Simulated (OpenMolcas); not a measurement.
# Ionisation energies of strontium

- Program: OpenMolcas
- Basis: ANO-R3 [8s6p5d3f2g]
- Scalar Hamiltonian: X2C, finite nucleus
- Spin-orbit coupling: state interaction with AMFI integrals over the reference wave functions, term energies averaged over their components

Active shells in each charge state: the valence s, p shells, with orbitals averaged over the low states. Where CASPT2's correlated closed shells are named, they are those of the first ion.

A. CASSCF
B. SS-CASPT2, IPEA 0.25 Eh, imaginary shift 0.1 Eh (closed shells correlated: 4s 4p)
C. SS-CASPT2, IPEA 0 Eh, imaginary shift 0.1 Eh (closed shells correlated: 4s 4p)
D. SS-CASPT2, IPEA 0.25 Eh, imaginary shift 0.1 Eh (closed shells correlated: 3d 4s 4p)
E. SS-CASPT2, IPEA 0.25 Eh, imaginary shift 0.1 Eh (closed shells correlated: none)

Energies in eV between the lowest computed levels, named as in B; reference values from the NIST Atomic Spectra Database with their kind.

```csv
From,To,A,B,C,D,E,Spin-orbit share in B,Reference
Sr 5s² ¹S₀,Sr+ 5s ²S_1/2,5.333,5.560,5.559,5.567,5.378,+0.000,5.695 (measured)
Sr+ 5s ²S_1/2,Sr2+ 4p⁶ ¹S₀,10.429,10.943,10.980,10.959,10.429,+0.000,11.030 (measured)
```

Error against the reference values, in %:

| From | Reference | A | B | C | D | E |
| --- | --- | --- | --- | --- | --- | --- |
| Sr | measured | -6.4 | -2.4 | -2.4 | -2.2 | -5.6 |
| Sr+ | measured | -5.4 | -0.8 | -0.5 | -0.6 | -5.4 |

Mean absolute error over the 2 measured values: A 0.48 eV, B 0.11 eV, C 0.09 eV, D 0.10 eV, E 0.46 eV.
